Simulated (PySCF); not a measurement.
BClGeH₄O, SMILES O[B](Cl)[GeH3].

The structure is a stationary point at B3LYP-D3(BJ)/def2-SVP. This is a generated structure with no PubChem entry under its InChIKey; it may be hypothetical. The values are those of a single conformer.

The numbers are results of B3LYP/def2-TZVP (PySCF), not measurements.

Symmetry labels are those of the subgroup Cs that the program uses (full group Cs).

Computed valence orbital energies around the gap with their symmetry:
```tsv
orbital	symmetry	energy (eV)
HOMO−7	A'	-13.12
HOMO−6	A'	-11.45
HOMO−5	A"	-11.30
HOMO−4	A'	-9.47
HOMO−3	A"	-9.41
HOMO−2	A"	-9.18
HOMO−1	A'	-9.12
HOMO	A'	-8.14
LUMO	A"	-1.19
LUMO+1	A'	0.16
LUMO+2	A'	0.85
LUMO+3	A'	1.21
```
